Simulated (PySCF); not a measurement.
CHO₂ (SMILES [O]C=O), doublet, geometry from GFN2-xTB; DF-B3LYP/cc-pVQZ (PySCF).

Here is a job for PySCF.
```python
from pyscf import gto, scf, dft

mol = gto.Mole()
mol.atom = '''
    O     1.15623491   -0.01312691    0.00983414
    C    -0.02457140    0.19152173    0.00045866
    O    -1.11548103   -0.30452915   -0.01059486
    H    -0.17860263    1.39211811    0.00333384
'''
mol.basis = 'cc-pvqz'
mol.spin = 1
mol.verbose = 4
mol.build()

mf = dft.UKS(mol)
mf.xc = 'b3lyp'
mf = mf.density_fit(auxbasis='def2-universal-jkfit')
mf.kernel()
```

Problem. Write the output that PySCF gives for this input, abridged.

Solution. 
```
PySCF version 2.14.0

[INPUT] verbose = 4
[INPUT] num. atoms = 4
[INPUT] num. electrons = 23
[INPUT] charge = 0
[INPUT] spin (= nelec alpha-beta = 2S) = 1
[INPUT] symmetry False subgroup None
[INPUT] Mole.unit = angstrom
[INPUT] Symbol           X                Y                Z      unit          X                Y                Z       unit  Magmom
[INPUT]  1 O      1.156234910000  -0.013126910000   0.009834140000 AA    2.184967315561  -0.024806264762   0.018583831271 Bohr   0.0
[INPUT]  2 C     -0.024571400000   0.191521730000   0.000458660000 AA   -0.046433216497   0.361923616603   0.000866741784 Bohr   0.0
[INPUT]  3 O     -1.115481030000  -0.304529150000  -0.010594860000 AA   -2.107953643848  -0.575476690447  -0.020021383728 Bohr   0.0
[INPUT]  4 H     -0.178602630000   1.392118110000   0.003333840000 AA   -0.337510055827   2.630721960947   0.006300044543 Bohr   0.0

nuclear repulsion = 64.1671007512075
number of shells = 52
number of NR pGTOs = 236
number of NR cGTOs = 195
basis = cc-pvqz
ecp = {}

******** <class 'pyscf.df.df_jk.DFUKS'> ********
method = DFUKS
initial guess = minao
damping factor = 0
level_shift factor = 0
DIIS = <class 'pyscf.scf.diis.CDIIS'>
diis_start_cycle = 1
diis_space = 8
diis_damp = 0
SCF conv_tol = 1e-09
SCF conv_tol_grad = None
SCF max_cycles = 50
direct_scf = False
number electrons alpha = 12  beta = 11
XC library pyscf.dft.libxc version 7.1.2
    S. Lehtola, C. Steigemann, M. J. T. Oliveira, and M. A. L. Marques,  SoftwareX 7, 1–5 (2018)
XC functionals = b3lyp
    P. J. Stephens, F. J. Devlin, C. F. Chabalowski, and M. J. Frisch,  J. Phys. Chem. 98, 11623 (1994)
radial grids:
    Treutler-Ahlrichs [JCP 102, 346 (1995); DOI:10.1063/1.469408] (M4) radial grids

becke partition: Becke, JCP 88, 2547 (1988); DOI:10.1063/1.454033
pruning grids: <function nwchem_prune>
grids dens level: 3
symmetrized grids: False
atomic radii adjust function: <function treutler_atomic_radii_adjust>
small_rho_cutoff = 0
Set gradient conv threshold to 3.16228e-05
tot grids = 52096
******** <class 'pyscf.df.df.DF'> ********
auxbasis = def2-universal-jkfit
init E= -189.661416038387

cycle= 1 E= -189.013876913697  delta_E= 0.648  |g|= 0.649  |ddm|= 1.29
cycle= 2 E= -188.683133578714  delta_E= 0.331  |g|= 1.17  |ddm|= 0.765
cycle= 3 E= -189.170288858714  delta_E= -0.487  |g|= 0.031  |ddm|= 0.508
cycle= 4 E= -189.170727038215  delta_E= -0.000438  |g|= 0.0185  |ddm|= 0.0368
cycle= 5 E= -189.170884852479  delta_E= -0.000158  |g|= 0.00479  |ddm|= 0.0135
cycle= 6 E= -189.170900116699  delta_E= -1.53e-05  |g|= 0.00116  |ddm|= 0.00467
cycle= 7 E= -189.170900794034  delta_E= -6.77e-07  |g|= 0.00115  |ddm|= 0.00122
cycle= 8 E= -189.17090114157  delta_E= -3.48e-07  |g|= 0.00071  |ddm|= 0.000778
cycle= 9 E= -189.170901366465  delta_E= -2.25e-07  |g|= 0.000101  |ddm|= 0.000378
cycle= 10 E= -189.17090137478  delta_E= -8.32e-09  |g|= 1.57e-05  |ddm|= 8.53e-05
cycle= 11 E= -189.170901375067  delta_E= -2.86e-10  |g|= 8.2e-06  |ddm|= 1.94e-05
Extra cycle  E= -189.170901375028  delta_E= 3.92e-11  |g|= 1.39e-05  |ddm|= 8.7e-06
converged SCF energy = -189.170901375028  <S^2> = 0.75647094  2S+1 = 2.0064605
```
